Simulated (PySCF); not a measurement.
Identify the unknown among the candidates.

All candidates are C4H15NOSi3.

* 13C NMR: chemical shifts (computed TMS as zero) by class: 186.4 (1 C), 38.8 (1 C), 33.1 (1 C), -22.9 (1 C) ppm [GIAO PBE0/pcSseg-1]
* Rotational structure: rotational constants A, B, C: 1.845, 0.538, 0.429 GHz [GFN2-xTB]
* Dipole: 5.13 D [PBE0/pcSseg-1]
* 1H NMR: chemical shifts (computed TMS as zero) by class: 4.58 (2 H), 4.22 (6 H), 3.16 (3 H), 3.00 (3 H), -0.55 (1 H) ppm [GIAO PBE0/pcSseg-1]
* NMR, other nuclei: isotropic shieldings of nuclei other than C and H, by class: 126 (1 N), -135 (1 O), 404 (1 Si), 424 (2 Si) ppm [GIAO PBE0/pcSseg-1]

Electronic properties: PySCF, gas phase, density fitting. Levels stand in brackets. One conformer (not necessarily the lowest) at the GFN2-xTB geometry, without solvent, vibrations or thermal averaging. NMR classes are plain means over equivalent atoms (diastereotopic ones count apart unless rotation or inversion swaps them), as if these changed places fast.

**Question.** Which candidate is it?
A. `[SiH3]O[Si@@H]([SiH3])N1CCCC1`
B. `CN(C)C(=O)[SiH2]C([SiH3])[SiH3]`
C. `[SiH3][SiH2]O[SiH2]N1CCCC1`

**Answer.** B. It is `CN(C)C(=O)[SiH2]C([SiH3])[SiH3]`. Numbering: `[CH3:1][N:2]([CH3:3])[C:4](=[O:5])[SiH2:6][CH:7]([SiH3:8])[SiH3:9]`. Its formula, C4H15NOSi3, gives 1 degree of unsaturation: 0 rings and 1 π bond in the structure found. 4 carbons fall into 4 classes; from least to most shielded: carbonyl carbon [C4] (186.4 ppm), N-methyl carbon [C1] (38.8 ppm), N-methyl carbon [C3] (33.1 ppm), sp3 carbon bound to silicon [C7] (-22.9 ppm). Hydrogen classes from least to most shielded: 2 H on an SiH2 silicon, Si6 (4.58 ppm), 6 H on 2 SiH3 silicons, Si8/Si9 (4.22 ppm, a mean of values up to 1.0 ppm apart in this geometry), 3 H on an N-methyl carbon, C3 (3.16 ppm, a mean of values up to 2.9 ppm apart in this geometry), 3 H on an N-methyl carbon, C1 (3.00 ppm), 1 H on an sp3 carbon bound to silicon, C7 (-0.55 ppm). The other shieldings belong to: 126 ppm, nitrogen bound to a carbonyl carbon [N2]; -135 ppm, carbonyl oxygen [O5]; 404 ppm, SiH2 silicon [Si6]; 424 ppm, SiH3 silicon [Si8/Si9]. The optimised geometry has point group C1 and is an asymmetric top.

The others, at the same levels:
- `[SiH3][SiH2]O[SiH2]N1CCCC1` fails: it has 2 carbon classes against 4; its computed 13C shifts are 47.4 (2 C), 29.0 (2 C) ppm, 1H shifts are 5.69 (2 H), 5.06 (2 H), 3.44 (3 H), 3.06 (4 H), 1.81 (4 H) ppm and rotational constant A is 1.398 GHz (against 1.845 GHz).
- `[SiH3]O[Si@@H]([SiH3])N1CCCC1` fails: it has 2 carbon classes against 4; its computed 13C shifts are 48.3 (2 C), 30.1 (2 C) ppm, 1H shifts are 5.85 (1 H), 5.15 (3 H), 3.36 (3 H), 3.18 (2 H), 3.01 (2 H), 1.95 (2 H), 1.74 (2 H) ppm and rotational constant A is 1.135 GHz (against 1.845 GHz).

Each candidate is one conformer, not necessarily the lowest. The conformers computed, where there is a choice (atom-mapped SMILES and torsion angles):
- `[CH3:1][N:2]([CH3:3])[C:4](=[O:5])[SiH2:6][CH:7]([SiH3:8])[SiH3:9]`: C1–N2–C4–O5 -178°, N2–C4–Si6–C7 171°, C4–Si6–C7–Si8 28°

The conformers of `[SiH3][SiH2]O[SiH2]N1CCCC1` and `[SiH3]O[Si@@H]([SiH3])N1CCCC1` aren't listed.
